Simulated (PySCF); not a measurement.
## IOF₃: fields on a plane

Computed with PySCF, PBE0, basis I def2-SVP with ECP28, O def2-SVP, F def2-SVP (scalar-relativistic core potentials, no spin–orbit coupling, density fitting).

The singlet minimum has I–F 1.907 Å, I–F 1.943 Å (×2), I–O 1.768 Å; F–I–F 84.0° (×2), F–I–F 166.6°, F–I–O 94.5° (×2), F–I–O 105.8°.

The plane holds I1 at (0.00, 0.00), O2 at (1.77, 0.00), F3 at (-0.15, 1.94) Å. Columns run from x = -2.25 to 4.05 Å, rows from y = 4.35 (top) to -1.95 Å, in steps of 0.3 Å. Other isomers or separated fragments may lie lower. Core electrons replaced by a potential are absent, the electrostatic potential uses the reduced nuclear charge, and values within about 0.7 Å of such atoms have no physical meaning.

**Question.** Give the electrostatic potential (V) (cut at 20 V). Lower edges of the bins (V): '_' -1.13, '.' -1.01, ':' -0.81, '-' -0.49, '=' 0.00, '+' 0.79, '*' 2.04, '#' 4.02, '%' 7.15, '@' 12.12; top 20.0, each point printed twice.

**Answer.** 
```
--------------------------------------------
----------------::--------------------------
----------::::::::::::::--------------------
--------::::::......::::::------------------
------::::............::::::----------------
==----::::::======::__..::::----------------
==----::--++%%@@%%++::..::::----------------
====----==%%@@@@@@##==::::::::::::----------
========++@@@@@@@@@@++------::::::::::------
++++++++**%%@@@@@@%%**++==--::::::::::::----
++++++****%%@@@@@@%%##**++--::..__..::::::--
++****####%%@@@@@@@@%%##**==--..____..::::::
++****##%%@@@@@@@@@@@@%%######++::__..::::::
****##%%@@@@@@@@@@@@@@@@@@@@@@%%++::....::::
****##%%@@@@@@@@@@@@@@@@@@@@@@@@##--....::::
****##%%@@@@@@@@@@@@@@@@@@@@@@@@##--....::::
****##%%@@@@@@@@@@@@@@@@@@@@@@%%++::....::::
++****##%%@@@@@@@@@@@@%%######++::__..::::::
++****####%%@@@@@@@@%%##**==--..____..::::--
++++++****##@@@@@@%%##**++--::......::::::--
++++++++++##@@@@@@%%**++==--::::::::::::----
========++%%@@@@@@%%++--------::::::::------
```

**Question.** Give the lowest empty orbital (Å^-3/2) at -3.69 eV (cut at ±0.3; overall sign arbitrary). Lower edges of the bins (Å^-3/2): '0' -0.300, '1' -0.240, '2' -0.180, '3' -0.120, '4' -0.060, '5' 0.000, '6' 0.060, '7' 0.120, '8' 0.180, '9' 0.240; top 0.30.

**Answer.** 
```
5555555555554444444444
5555555555555444444444
5555555555555444444444
5555555555555444444444
5555555555555444444444
5555555555555444444444
5555555665555444444444
5554445886555444444444
5554432965554444444444
5555431034444444444444
5555543344444444444444
5556666555544444444444
5567888765555444444444
5667997455555444444444
5678992033556534444444
5668993043456744444444
5567897454456655444444
5566777654445555444444
5556665544444454444444
5555544444444444444444
5555444455444444444444
5555456986544444444444
```
